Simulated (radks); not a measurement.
Values are calculated unless marked as measured or tabulated.
Task: These are the eigenvalues of the occupied orbitals of an atom or ion with whole-number occupations (eV). Level of theory: non-relativistic Kohn-Sham, PBE, spin-polarised, spherical densities, point nucleus (a radial shooting solver on a logarithmic mesh with Libxc functionals).

| orbital | eigenvalue |
|---|---|
| 1s | -67334.65 |
| 2s | -15185.91 |
| 2p | -14837.83 |

Which element is it, and in what charge state? The configuration may be excited. Open shells, if any, are filled with parallel spins first.

Result: Z = 73, tantalum, charge +63: Ta63+ in [Ne]. The list shows which subshells hold electrons but not how many an open one holds; the 1s level, -2474.5 hartree, gives Z - s = 70.3 by -(Z - s)^2/2, which with screening narrows Z to a few neighbours, and the depths of the outer levels then fix element, charge and occupations together.
